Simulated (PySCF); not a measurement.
## Where the electron goes

C2H10N2Si.
Z-matrix (Å and degrees, PBE0-D3(BJ)/def2-SVP geometry), rows numbered from 1:
```
C 
N   1  1.4404
Si  2  1.7254  1  126.77
N   3  1.7248  2  108.06  1   147.03
C   4  1.4402  3  126.81  2   145.49
H   1  1.1047  2  111.92  3  -137.91
H   1  1.1008  2  109.65  3   -19.52
H   1  1.1072  2  113.85  3   100.15
H   2  1.0142  1  114.37  3  -165.83
H   3  1.5025  2  103.23  1    21.31
H   3  1.5030  2  117.93  1   -96.67
H   4  1.0141  3  117.55  2   -48.11
H   5  1.1046  4  111.92  3  -137.13
H   5  1.1067  4  113.86  3   100.87
H   5  1.1013  4  109.64  3   -18.76
```

Level of theory: TDDFT CAM-B3LYP/def2-SVPD, vertical, gas phase, core orbitals frozen in the response in PySCF 2.14.0, density-fitted response routines.

Frontier orbitals with the atoms that hold most of them (Löwdin shares over 4%, at most four atoms; ? is withheld):

```tsv
orbital	ε (eV)	atoms
LUMO+2	2.14	Si3 19%, H12 8%, H9 8%, H10 8%
LUMO+1	1.56	C1 18%, C5 17%, Si3 11%, H8 6%
LUMO	1.40	?
HOMO	-7.93	N2 28%, N4 27%, Si3 10%, C1 6%
HOMO-1	-8.18	?
HOMO-2	-10.66	Si3 34%, H11 21%, H10 21%, N2 6%
HOMO-3	-11.32	C1 16%, C5 15%, N2 14%, N4 13%
```

Which atoms hold the HOMO-1, and with what shares?

N4 (bonded to C, Si and H) 31%; N2 (bonded to C, Si and H) 30%; Si3 (bonded to 2 N and 2 H) 8%; C5 (bonded to N and 3 H) 7%. By element: nitrogen 60%, silicon 8%, carbon 7% or more.

Give the leading atoms of the LUMO.

Si3 (bonded to 2 N and 2 H) 27%; C5 (bonded to N and 3 H) 13%; C1 (bonded to N and 3 H) 13%; H9 (bonded to N) 8%. By element: silicon 27%, carbon 26%, hydrogen 8% or more.

The HOMO–LUMO gap is 9.33 eV. Where does the response calculation put the lowest singlet, and from which orbitals?

S1 is at 6.12 eV (f = 0.0012), 3.21 eV below the gap, made of HOMO→LUMO (67%), HOMO-1→LUMO+1 (22%). 

Next come S2 at 6.16 eV (f 0.0011), HOMO→LUMO+1 (46%), HOMO-1→LUMO (44%); S3 at 6.77 eV (f 0.0005), HOMO→LUMO+1 (35%), HOMO-1→LUMO (31%), HOMO-1→LUMO+2 (22%); S4 at 6.84 eV (f 0.038), HOMO-1→LUMO+1 (44%), HOMO→LUMO+2 (36%); S5 at 7.24 eV (f 0.045), HOMO→LUMO+2 (37%), HOMO→LUMO+3 (23%), HOMO→LUMO (15%).

The run took 27 s of wall time on one thread, Intel Xeon Platinum 8488C (x86_64), on a shared host, and the process peaked at 0.83 GiB of memory.

One conformer stands for the species.

Without π bonds the low states are Rydberg-like; a valence basis with one diffuse set may place them up to an eV too high.
